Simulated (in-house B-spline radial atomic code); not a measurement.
A run on neutral rubidium that did not converge. Method: scalar-relativistic (X2C) TPSS, spin-polarised, spherical fractional occupations, Fermi nucleus of rms radius 4.2036 fm; computed with a B-spline radial code for spherical atoms.

Command:
```bash
python run_scf.py task.json out
```
Settings (nuclear radius in fm, mass in u):
```
Z                37
configuration    [Ne] 3s2 3p5.5 3d10 4s2 4p6 5s1 5f0.5
hamiltonian      x2c
method           tpss,tpss
spin_polarised   True
nucleus          fermi
rms_radius       4.2036
atomic_mass      84.91179
speed_of_light   137.035999084
```

First and last ten iterations of the last attempt (damped for 15 steps, keeping 80 % of the old Fock matrix, then DIIS):
```
 iter        energy (Eh)    residual
    1       -2976.656317    5.43e-02
    2       -2976.658973    2.07e-03
    3       -2976.659017    1.35e-03
    4       -2976.659037    1.09e-03
    5       -2976.659045    9.28e-04
    6       -2976.659050    7.92e-04
    7       -2976.659053    6.75e-04
    8       -2976.659055    5.75e-04
    9       -2976.659056    4.89e-04
   10       -2976.659057    4.16e-04
  111       -2976.659064    2.21e-05
  112       -2976.659064    2.21e-05
  113       -2976.659064    2.26e-05
  114       -2976.659064    2.11e-05
  115       -2976.659064    1.97e-05
  116       -2976.659064    2.00e-05
  117       -2976.659066    4.60e-05
  118       -2976.659056    4.33e-05
  119       -2976.659063    1.67e-05
  120       -2976.659063    1.54e-05
 not converged after 120 iterations
```

The smallest residual met was 6.7e-06; the threshold is about 4e-07. Over the last five steps the energy moves by less than 2e-05 hartree, but the orbitals didn't meet the threshold. Run time, properties included: 3.5 s on 1 thread of Arm Neoverse V1 (shared host).
